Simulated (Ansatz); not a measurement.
System (SMILES): O=[SiH] (O-SiH), doublet.
Atoms: Si1, O2, H3. Bonds: Si1-O2, Si1-H3.

Basis-set convergence of the lowest harmonic wavenumber at B3LYP with Ansatz (an electronic-structure program). Each level at its own minimum, finite differences of forces, unscaled; the reference is a large set that could be run, not a limit. Cartesian d functions, on some or all atoms, in 6-31G*, 6-31+G*, 6-311G**, 6-311+G**; all else is spherical. The program fits the integrals of some runs and decomposes those of others, by size. Open shells are unrestricted. No added dispersion term, no relativity. Reference: the value in pcseg-3, 618 cm⁻¹, itself unsure by roughly 2 cm⁻¹ (its mean distance from def2-QZVPP, cc-pV(Q+d)Z, aug-pcseg-2). Deviations are taken from unrounded values.

```
basis            functions  lowest harmonic wavenumber (cm⁻¹)
---------------  ---------  ---------------------------------
6-31G*                  36                                617
6-31+G*                 44                                605
def2-SVP                37                                603
def2-SVPD               55                                596
pcseg-1                 37                                609
aug-pcseg-1             59                                600
cc-pV(D+d)Z             42                                596
aug-cc-pV(D+d)Z         64                                597
6-311G**                51                                616
6-311+G**               59                                599
def2-TZVP               74                                615
def2-TZVPD              92                                613
pcseg-2                 78                                616
aug-pcseg-2            119                                615
cc-pV(T+d)Z             83                                614
aug-cc-pV(T+d)Z        124                                612
def2-TZVPP              87                                616
def2-TZVPPD            105                                614
```

What the diffuse functions change, pair by pair:
- 6-31G* to 6-31+G*: 8 more functions, deviation -1 to -13 cm⁻¹
- def2-SVP to def2-SVPD: 18 more functions, deviation -15 to -22 cm⁻¹
- pcseg-1 to aug-pcseg-1: 22 more functions, deviation -8 to -17 cm⁻¹
- cc-pV(D+d)Z to aug-cc-pV(D+d)Z: 22 more functions, deviation -21 to -20 cm⁻¹
- 6-311G** to 6-311+G**: 8 more functions, deviation -1 to -18 cm⁻¹
- def2-TZVP to def2-TZVPD: 18 more functions, deviation -2 to -4 cm⁻¹
- pcseg-2 to aug-pcseg-2: 41 more functions, deviation -1 to -3 cm⁻¹
- cc-pV(T+d)Z to aug-cc-pV(T+d)Z: 41 more functions, deviation -3 to -5 cm⁻¹
- def2-TZVPP to def2-TZVPPD: 18 more functions, deviation -2 to -4 cm⁻¹

They bring the value nearer the reference by more than 2 cm⁻¹ in 0 of 9 pairs.
